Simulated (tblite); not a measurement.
Species: C₃H₇N₂PSi.
Cartesian coordinates in Å at the GFN2-xTB level; atoms count from 1:
```xyz
14
C3H7N2PSi angstrom
C      0.9038    1.0318    2.5180
C      0.6348    0.4209    1.5179
Si     0.1875   -0.4804   -0.0543
N      1.4205   -1.4768   -0.7203
P     -1.5186   -1.8713    0.4296
N     -0.2221    0.5663   -1.3693
C     -0.5700    1.7641   -1.4201
H      1.1435    1.5535    3.4003
H      1.6292   -2.3493   -0.2655
H      2.2582   -1.0540   -1.0827
H     -2.0252   -1.8775   -0.8560
H     -2.3798   -0.8612    0.8247
H     -0.8453    2.1912   -2.3816
H     -0.6173    2.4422   -0.5630
```

Level: GFN2-xTB in tblite, geometry and Hessian alike; calculated harmonic values, unscaled, isolated species. The method is semi-empirical: single wavenumbers can be off by several per cent or more. Modes of hydrogen on phosphorus can be 10 to 20 % off. One conformer, not necessarily the lowest.

Harmonic wavenumbers (cm⁻¹): 58.5, 66.1, 76.6, 89.5, 136.7, 157.1, 165.9, 205.1, 268.6, 280.8, 342.7, 433.9, 480.6, 502.3, 616.1, 670.7, 676.7, 678.7, 701.7, 765.4, 832.7, 917.5, 996.7, 1144.9, 1145.6, 1448.5, 1510.8, 1746.5, 2199.5, 2299.8, 2389.3, 2874.5, 2971.9, 3350.1, 3487.6, 3527.2.

A = 1692, B = 1473, C = 1179 MHz; mass 130.012 u (most abundant isotopes); point group C1, symmetry number 1.

Task: Zero-point energy?

Result: Half the sum of the wavenumbers: 20108 cm⁻¹ = 240.55 kJ/mol.

Task: Entropy at 400 K, 1 bar (ideal gas, RRHO, classical rotation)?

Result: Translation 175.67, rotation 125.35, vibration 191.07: S = 492.1 J/(mol K).

Task: And Cp and H(400 K) − H(0)?

Result: Cp = 190.85 J/(mol K), of which vibrations give 157.59 (their classical limit is 36 R = 299.3); H(400 K) − H(0) = 50.63 kJ/mol without the zero-point energy, 37.33 from vibrations.

Task: Blend soft modes into free rotors: weight 1/[1 + (100 cm⁻¹/ν̃)⁴] for the oscillator and the rest for a rotor with moment μB/(μ + B), μ = h/(8π²ν), B = 10⁻⁴⁴ kg m². What vibrational entropy results?

Result: 174.17 J/(mol K) in place of 191.07, which changes −T·S at 400 K by +6.76 kJ/mol.

Task: Which modes carry the vibrational entropy at 400 K?

Result: 58.5 cm⁻¹: 21.29; 66.1 cm⁻¹: 20.28; 76.6 cm⁻¹: 19.06; 89.5 cm⁻¹: 17.77; 136.7 cm⁻¹: 14.30; 157.1 cm⁻¹: 13.17 J/(mol K); the other 30 give 85.20 together.

Task: How do the functions run with temperature in this model?

Result: 
```tsv
T (K)	S (J/(mol K))	Cp (J/(mol K))	H − H(0) (kJ/mol)	G − H(0) (kJ/mol)	ln q(vib)
50	248.5	64.0	2.24	-10.18	0.61
100	302.5	93.0	6.22	-24.03	2.24
298.15	439.7	165.8	32.41	-98.68	8.78
373.15	479.0	184.9	45.59	-133.16	10.99
500	536.8	209.6	70.70	-197.69	14.46
750	628.5	242.8	127.56	-343.85	20.42
1000	701.7	265.4	191.24	-510.43	25.52
```

q(vib) and H(0) count from the zero-point level.

Task: What must be added to the electronic energy to get the Gibbs energy at 400 K and 1 bar?

Result: ZPE + [H(400 K) − H(0)] − T·S = 240.55 + 50.63 − 196.84 = 94.34 kJ/mol.

Hindered rotation and anharmonicity are outside this model. Other conformers, if any are populated, would add a mixing term that is left out. The structure is chiral; the term R ln 2 for an equal mix with its mirror image is left out.

Time: 0.5 s. Hardware: an Arm Neoverse V1 with one thread, shared host with 32 logical CPUs at a one-minute load of 8.2. The figure is for the frequency step alone.
